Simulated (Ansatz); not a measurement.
`[SH][In]([Br])[Br]` + `C[SiH](F)Br` → `[Br][In]([Br])[Br]` + `C[SiH](F)S`  (redistribution)

Calculated with Ansatz (gas phase, PBE0-D4/def2-TZVP geometries, no zero-point term in ΔE). CCSD(T)/CBS is the MP2 limit (def2-TZVPP, def2-QZVPP) plus CCSD(T) − MP2 in def2-TZVPP, frozen cores. Functionals use def2-TZVPP. HSE06 is defined as in plane-wave codes. Elements past krypton have def2 core potentials. For Br, In outer-core shells are correlated without core-valence functions, which leaves a few kJ/mol of doubt a bond. Scalar relativity is left out up to krypton. Each species was taken in one conformer, which may not be the lowest.

`[SH][In]([Br])[Br]`:

Cartesian coordinates in Å:
```
S 1.115 0.510 1.486
In -0.318 0.210 -0.364
Br -1.420 2.116 -1.425
Br -0.738 -2.028 -1.269
H 1.361 -0.809 1.572
```

`C[SiH](F)Br`:

```xyz
8

C     0.212   -0.570   -0.820
Si   -0.141    0.583    0.575
F    -1.565    1.266    0.354
Br   -0.219   -0.527    2.487
H     0.223   -0.023   -1.767
H     1.186   -1.045   -0.682
H    -0.548   -1.351   -0.876
H     0.851    1.667    0.729
```

`[Br][In]([Br])[Br]`:

Z-matrix (Å, degrees):
```
In
Br 1 2.437
Br 1 2.437 2 120.0
Br 1 2.437 2 120.0 3 -180.0
```

`C[SiH](F)S`:

Z-matrix (Å, degrees):
```
C
Si 1 1.851
H 1 1.092 2 110.4
H 1 1.093 2 110.9 3 120.2
H 1 1.093 2 110.3 3 -120.1
F 2 1.602 1 107.5 3 177.3
S 2 2.125 1 112.7 3 -60.4
H 2 1.481 1 113.7 3 58.6
H 7 1.344 2 94.5 1 -44.6
```

(1) Is it downhill or uphill in electronic energy at CCSD(T)/CBS, and by how much? (An estimate is asked.)

(2) What do these levels give: LDA (SPW92), PBE-D4, BHLYP-D4, ωB97M-V, PBE-QIDH, HSE06? (Best estimate.)

Largest T1 diagnostic among the species: 0.011.

Results:

(1) Ansatz gave: Nearly level: ΔE = +1.4 kJ/mol.

(2) Ansatz gave: LDA (SPW92) 4.0, PBE-D4 1.1, BHLYP-D4 -2.3, ωB97M-V 1.0, PBE-QIDH 0.7, HSE06 0.1 kJ/mol.

At CCSD(T), def2-SVP lies −5.1 kJ/mol from the extrapolated value and def2-TZVPP +0.2 kJ/mol. Leaving LDA and LC-ωPBE aside and taking each functional with its dispersion term where it has one, the values spread over 3.3 kJ/mol, from BHLYP-D4 to PBE-D4. In def2-TZVPP, CCSD(T) changes the Hartree–Fock value by +7.4 kJ/mol (the triples alone add +0.8 kJ/mol) and MP2 by +10.1 kJ/mol.
